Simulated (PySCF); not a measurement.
Compound: C7H5FO2.
SMILES: `O=C(O)c1ccc(F)cc1`

Torsions of this conformer, `[O:1]=[C:2]([OH:3])[c:4]1[cH:5][cH:6][c:7]([F:8])[cH:9][cH:10]1`: O1–C2–C4–C5 1°, H–O3–C2–O1 0°.

The closed-shell ground state was solved at several levels (PySCF, density fitting, gas phase, non-relativistic). One conformer (not necessarily the lowest) at the PBE0-D3(BJ)/def2-SVP geometry, without solvent, vibrations or thermal averaging.

```tsv
level	basis functions	total energy (Eh)	HOMO (eV)	LUMO (eV)	gap (eV)	dipole (D)
PBE0/pcSseg-1	195	-519.4477	-7.64	-1.52	6.12	1.44
PBE0/def2-SVPD	249	-519.1502	-7.68	-1.62	6.06	1.48
B3LYP/pcJ-1	320	-520.0806	-7.40	-1.68	5.72	1.43
```

**Question.** What might B3LYP/pcSseg-1 (195 basis functions) give for the same quantities?

**Answer.** Total energy -520.0244 Eh, HOMO -7.41 eV, LUMO -1.69 eV, gap 5.72 eV, dipole 1.43 D.

**Question.** How far do the dipole and the HOMO energy spread over the levels?

**Answer.** The dipole runs from 1.43 to 1.48 D (mean 1.44 D) and the HOMO from -7.68 to -7.40 eV.
